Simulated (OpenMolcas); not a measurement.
**CH6GaN (SMILES [CH3][GaH][NH2]): methods side by side**

CH6GaN has 9 atoms, charge 0, and is taken as a singlet. SMILES: `[CH3][GaH][NH2]`. Geometry: relaxed at PBE0-D4/def2-TZVP.

```xyz
9

C    -0.2791    0.9447   -1.1248
Ga    0.5134   -0.5319   -0.1044
N    -0.0682   -0.8076    1.5968
H    -0.7560    0.5683   -2.0331
H     0.4934    1.6522   -1.4356
H    -1.0263    1.4835   -0.5401
H     1.6179   -1.5213   -0.6087
H     0.2765   -1.5366    2.1977
H    -0.7716   -0.2513    2.0522
```

Quantity: the dipole moment, in D. The values are calculated.

| level | kind | program | value (D) |
| --- | --- | --- | --- |
| HF/6-31G* (spherical functions) | Hartree–Fock | OpenMolcas | 0.68 |
| SVWN5/6-31G* (spherical functions) | LDA | OpenMolcas | 1.19 |
| PBE/6-31G* (spherical functions) | GGA | OpenMolcas | 1.15 |
| TPSS/6-31G* (spherical functions) | meta-GGA | OpenMolcas | 1.13 |
| B3LYP/6-31G* (spherical functions) | global hybrid | OpenMolcas | 1.02 |
| BHLYP/6-31G* (spherical functions) | global hybrid | OpenMolcas | 0.84 |
| PBE0/6-31G* (spherical functions) | global hybrid | OpenMolcas | 0.97 |
| B3LYP/6-31G* (Cartesian functions) | global hybrid | OpenMolcas | 1.02 |

All-electron rows without a relativistic Hamiltonian named are non-relativistic. The values span 0.68 to 1.19 D. Magnitudes only.
